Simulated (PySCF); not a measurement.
Species: BMe2(SMe), C₃H₉BS.
Z-matrix (Å and degrees, PBE0-D3(BJ)/def2-SVP geometry), rows numbered from 1:
```
B 
C   1  1.5728
H   2  1.1043  1  109.31
H   2  1.0995  1  115.33  3  -122.47
H   2  1.1043  1  109.29  3   115.13
C   1  1.5749  2  122.34  3   -57.32
H   6  1.1001  1  112.88  2     0.85
H   6  1.1038  1  110.85  2  -120.31
H   6  1.1035  1  111.20  2   122.36
S   1  1.7924  2  115.89  3   122.79
C  10  1.8136  1  105.64  2   179.72
H  11  1.0987 10  111.13  1   -62.05
H  11  1.0979 10  107.47  1   179.01
H  11  1.0986 10  111.19  1    60.01
```

The closed-shell ground state was solved at several levels (PySCF, density fitting, gas phase, non-relativistic).

```tsv
level	basis functions	total energy (Eh)	HOMO (eV)	LUMO (eV)	gap (eV)	dipole (D)
B3LYP/def2-SVPD	179	-542.6316	-7.05	-0.45	6.60	1.48
B3LYP/pcSseg-1	137	-542.8184	-7.05	-0.38	6.67	1.54
```

Task: Estimate the row for PBE0/pcSseg-1, a basis of 137 functions; the other rows only guide the guess.

Result: Total energy -542.4610 Eh, HOMO -7.30 eV, LUMO -0.21 eV, gap 7.09 eV, dipole 1.62 D.

Task: Over all these levels, which gives the widest orbital gap and which the narrowest?

Result: PBE0/pcSseg-1 (global hybrid, 25 % exact exchange) has the widest, 7.09 eV, and B3LYP/def2-SVPD (global hybrid, 20 % exact exchange) the narrowest, 6.60 eV. Functional and basis both differ between the two, so the spread mixes both effects.

Task: How far do the dipole and the HOMO energy spread over the levels?

Result: The dipole runs from 1.48 to 1.62 D (mean 1.55 D) and the HOMO from -7.30 to -7.05 eV.

One conformer stands for the species.
